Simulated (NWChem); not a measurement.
Molecule: KI; SMILES [K][I]

All runs: NWChem. def2 effective core potentials on I; no spin-orbit coupling. Each level has its own optimisation; frequencies are unscaled.

```csv
level,r I–K (Å),highest harmonic frequency (cm⁻¹),zero-point energy (kcal/mol)
PBE0/def2-TZVP (core potentials),3.071,183,0.3
"LDA (Slater exchange, VWN5)/def2-SVP (core potentials)",3.011,193,0.3
BLYP/def2-SVP (core potentials),3.102,177,0.3
"B3LYP/3-21G (all-electron, non-relativistic)",3.229,164,0.2
PBE0/def2-SVP (core potentials),3.071,184,0.3
```
